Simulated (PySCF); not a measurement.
## Effect of structural changes

The calculation used TDDFT wB97X-D/def2-SVPD circular dichroism and optical rotation, one conformer, gas phase in PySCF 2.14.0. Geometry: GFN2-xTB.

Each molecule in one low-energy conformer. The parent is C[Si@@H]1O[SiH2][C@@H]1[SiH3].

Q: How does the specific rotation at 589.3 nm (origin-invariant length gauge) change along this series?
- C[Si@@H]1O[SiH2][C@@H]1[SiH3] (base)
- C[Si@H]1O[SiH2][C@@H]1[SiH3] (diastereomer)

A: 
| molecule | [α]589 (deg dm⁻¹ (g/mL)⁻¹) | S1 (eV) | R(S1), velocity form (10⁻⁴⁰ esu² cm²) |
| --- | --- | --- | --- |
| C[Si@@H]1O[SiH2][C@@H]1[SiH3] | +35.8 | 6.70 | +18.8 |
| C[Si@H]1O[SiH2][C@@H]1[SiH3] | +26.5 | 6.66 | -7.7 |

The specific rotation at 589.3 nm (origin-invariant length gauge) is lowest for C[Si@H]1O[SiH2][C@@H]1[SiH3] and highest for C[Si@@H]1O[SiH2][C@@H]1[SiH3].
